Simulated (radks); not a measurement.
Question: Radial electron density D(r) = 4 pi r^2 rho(r) of an atom or ion with 40 electrons. Calculated with a radial shooting solver on a logarithmic mesh with Libxc functionals: scalar-relativistic Kohn-Sham, PBE, spin-polarised, spherical densities, point nucleus.

r (bohr)  D(r) (e/bohr)   spin D(r)
0.003937          8.197   -0.000169
0.005252          12.75   -0.000254
0.007004          19.13   -0.000359
0.009417          27.63   -0.000453
0.01256           37.07   -0.000438
0.01689           46.04  -0.0000838
0.02252           51.21     0.00101
0.03028           50.65     0.00359
0.04039           45.97     0.00824
0.05387           43.77      0.0155
0.07242           50.63      0.0259
0.0966            61.50      0.0422
0.1299            61.31      0.0800
0.1732            47.03       0.160
0.231             38.94       0.271
0.3106            46.11       0.298
0.4143            44.59       0.135
0.557             25.46    -0.00692
0.7429            12.04       0.286
0.9908            10.39       0.934
1.332             8.271        1.29
1.777             3.834        1.14
2.389             1.459       0.992
3.186            0.9478       0.912
4.284            0.5346       0.534
5.713            0.1511       0.151
7.62            0.01809      0.0181
10.24         0.0005980    0.000598

What is the nuclear charge?

Answer: Z = 41. The innermost maximum, from 1s, lies near gamma/Z bohr with gamma = sqrt(1 - (Z/c)^2) = 0.954, here 0.0233 bohr (found: 0.0254), and its height grows with Z. The density is that of the niobium ion Nb+ in [Kr] 4d2 5p2; the configuration itself is not fixed sharply by these data, and Z only to a few units. D(r) has 4 maxima, at r = 0.0254, 0.112, 0.353, 0.975 bohr, and minima at 0.0509, 0.227, 0.929 bohr, inside which lie 2.03, 11.08, 29.69 electrons.
